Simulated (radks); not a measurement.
Spherical quantum dot in the effective-mass picture: electrons in a well V = -V0 / (1 + exp((r - R)/a)) with V0 = 8.44, R = 6.8, a = 0.27, with a point charge +2 (a donor) at the centre, all in effective atomic units (hartree* = m*/eps^2 hartree, bohr* = eps/m* bohr), one dielectric constant everywhere. Calculated with a radial shooting solver with Libxc functionals: non-relativistic Kohn-Sham, LDA (Slater exchange, Perdew-Wang correlation), spin-polarised, spherical densities. Levels are named by radial order and angular momentum (1s, 1p, 1d, 2s, ...), and open shells are averaged over m. Results are scaled to m* = 0.028 and eps = 14, for which hartree* = 3.887 meV and bohr* = 26.46 nm. Each electron was tried in the lowest free levels, single moves between levels near the top were tried too, and the lowest total energy was kept; such a search can miss a lower state. At N = 1 the Hartree and exchange-correlation terms need not cancel, so that row can carry a self-interaction error.

N	open shells	2S	E (meV)	addition energy mu(N+1) - mu(N) (meV)	e(HOMO) (meV)	rms radius (nm)
1	1s(up 1, down 0)	1	-40.3574	4.078	-38.681	23.66
2	none	0	-76.6367	4.154	-35.025	29.99
3	2s(up 1, down 0)	1	-108.762	0.7960	-31.796	65.82
4	none	0	-140.090	0.8714	-30.978	79.79
5	1p(up 1, down 0)	1	-170.548	0.7026	-30.086	87.95
6	1p(up 3, down 0) 2s(up 1, down 0)	4	-200.303	0.8250	-29.381	93.64
7	1p(up 3, down 0)	3	-229.233	0.8505	-28.589	98.40
8	1p(up 3, down 1)	2	-257.312	0.7060	-27.728	102.1
9	1p(up 3, down 2)	1	-284.685	0.7104	-27.018	105.2
10	none	0	-311.348	1.146	-26.307	107.9
11	1d(up 1, down 0)	1	-336.865	0.6888	-25.173	110.5
12	1d(up 2, down 0)	2	-361.693	0.6898	-24.483	112.8
13	1d(up 3, down 0)	3	-385.831	0.6898	-23.793	114.7
14	1d(up 4, down 0)	4	-409.280	0.6892	-23.104	116.4
15	1d(up 5, down 0)	5	-432.039	0.8435	-22.415	118.0
16	1d(up 5, down 1)	4	-453.955	0.6742	-21.579	119.3
17	1d(up 5, down 2)	3	-475.197	0.6755	-20.904	120.6
18	1d(up 5, down 3)	2	-495.763	0.6760	-20.228	121.8
19	1d(up 5, down 4)	1	-515.653	0.6760	-19.552	122.8
20	none	0	-534.867	1.190	-18.876	123.8
21	1f(up 1, down 0)	1	-552.891	0.6661	-17.691	124.8
22	1f(up 2, down 0)	2	-570.248	0.6660	-17.025	125.7
23	1f(up 3, down 0)	3	-586.940	0.6657	-16.359	126.6
24	1f(up 4, down 0)	4	-602.966	0.6654	-15.693	127.4
25	1f(up 5, down 0)	5	-618.327	0.6649	-15.028	128.2
26	1f(up 6, down 0)	6	-633.023	0.6643	-14.364	128.9
27	1f(up 7, down 0)	7	-647.054	0.8146	-13.700	129.5
28	1f(up 7, down 1)	6	-660.271	0.6560	-12.889	130.2
29	1f(up 7, down 2)	5	-672.832	-	-12.233	130.8

All shells are closed at N = 2, 4, 10, 20 (there: 1s2 1p6 1d10 2s2); the second difference of the energy has clear peaks (12 % above both neighbours; the first and last values, which can be the largest, are not judged, and half-filled shells can peak too) at N = 10, 15, 20, 27.
